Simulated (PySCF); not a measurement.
Species: C₈H₁₀.
Structure used (GFN2-xTB), in Å, numbered top down from 1:
```xyz
18
C8H10 angstrom
C      2.394    1.810    0.034
C      1.312    1.340    0.238
C      0.009    0.755    0.434
C     -1.142    1.396   -0.380
C     -1.448    0.038   -1.035
C     -0.253   -0.558   -0.310
C      0.774   -1.479   -0.878
C     -0.116   -1.937    0.243
H      3.339    2.234   -0.130
H     -0.204    0.687    1.505
H     -0.795    2.152   -1.082
H     -1.946    1.811    0.225
H     -1.375    0.026   -2.122
H     -2.404   -0.394   -0.741
H      1.813   -1.279   -0.659
H      0.605   -1.885   -1.864
H     -0.890   -2.656    0.020
H      0.320   -2.054    1.225
```

Jobs on this species (18 atoms, 58 electrons) with PySCF (density fitting). Hardware of each: x86-64 server, one thread, no GPU (shared host). The host was shared with other jobs, so the times are rough.

```json
{"level and settings": "BLYP/def2-SVP", "work": "shieldings, ring-centre shieldings", "basis functions": "162", "SCF cycles": "?", "wall time": "?"}
{"level and settings": "PBE0/6-31G-J, IEF-PCM acetone, start guess huckel", "work": "shieldings, ring-centre shieldings, charges and field gradients", "basis functions": "136", "SCF cycles": "11", "wall time": "34 s"}
{"level and settings": "BHandHLYP/pcSseg-1, energy threshold 1e-06 Eh", "work": "6 singlets by full TDDFT, 5 Tamm–Dancoff triplets, polarisability, density and orbital grids written", "basis functions": "186", "SCF cycles": "7", "wall time": "56 s"}
```

Problem. Fill in the missing figures.

Solution. 
- BLYP/def2-SVP; shieldings, ring-centre shieldings: 42 s, 14 SCF cycles

Problem. What do all jobs in the table cost together?

Solution. About 2.2 min; the longest takes about 42 % of that, and about 1.6 times as long as the shortest.
